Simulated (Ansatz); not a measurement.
C₂H₇FN₂Si (`C=NC(F)[SiH2]N`). The species carries charge 0 and has multiplicity 1.

```xyz
13

C    -0.982   -1.486    1.228
N    -0.973   -1.119    0.020
C     0.226   -0.896   -0.670
F     1.379   -1.298    0.027
Si    0.376    0.984   -1.044
N     0.293    1.968    0.350
H    -1.942   -1.611    1.724
H    -0.075   -1.697    1.798
H     0.207   -1.475   -1.602
H    -0.732    1.323   -1.969
H     1.703    1.181   -1.678
H     1.090    2.056    0.959
H    -0.571    2.070    0.856
```

Give the diagnostics of a CCSD(T)/def2-TZVPP run (frozen core, Ansatz). (An estimate is asked.)

The calculation gave: T1 = 0.0125, largest single amplitude 0.020, largest double 0.034, (T) share of the correlation energy 3.8 %, 10 CCSD cycles. The RHF solution is stable towards an unrestricted one. T1 lies under the customary mark of 0.02 for closed shells.
